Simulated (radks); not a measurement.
Problem. The table gives one normalised radial function P(r) = r R(r) of Tl2+ in [Xe] 4f14 5d10 6s1 (r in bohr). Method: non-relativistic Kohn-Sham, PBE, spin-polarised, spherical densities, point nucleus; open shells are filled with parallel spins first (spin-orbit coupling, left out, can overturn this in heavy ions); relativity is left out, which matters for an element this heavy; computed with a radial shooting solver on a logarithmic mesh with Libxc functionals.

r           P
0.00084    0.0405
0.001129   0.0532
0.001531   0.0697
0.002058   0.0896
0.002789   0.1141
0.00378    0.1417
0.005082   0.1692
0.006887   0.1929
0.00926    0.2028
0.01255    0.1862
0.01687    0.1291
0.02287    0.0176
0.03099   -0.1374
0.04167   -0.2811
0.05647   -0.3234
0.07592   -0.1655
0.1029     0.1819
0.1394     0.4590
0.1875     0.3085
0.2541    -0.2833
0.3416    -0.6825
0.463     -0.2806
0.6275     0.6599
0.8436     1.2069
1.143      1.0010
1.537      0.4872
2.083      0.1359
2.801      0.0213
3.796      0.0014
5.144      0.0000
6.917      0.0000

Which n and l does it have? It may be an empty orbital.

Solution. n = 5, l = 0: the number of nodes gives n - l - 1 = 4, the rise at small r (about r^(l+1)) gives l, and the extent must fit the shell. The curve is that of 5s up; the table hardly tells the two spins apart. 5s up: eigenvalue -120.54 eV, 4 radial nodes at r = 0.0238, 0.0888, 0.223, 0.510 bohr, <r> = 0.975 bohr, 90 % of the charge inside 1.39 bohr.
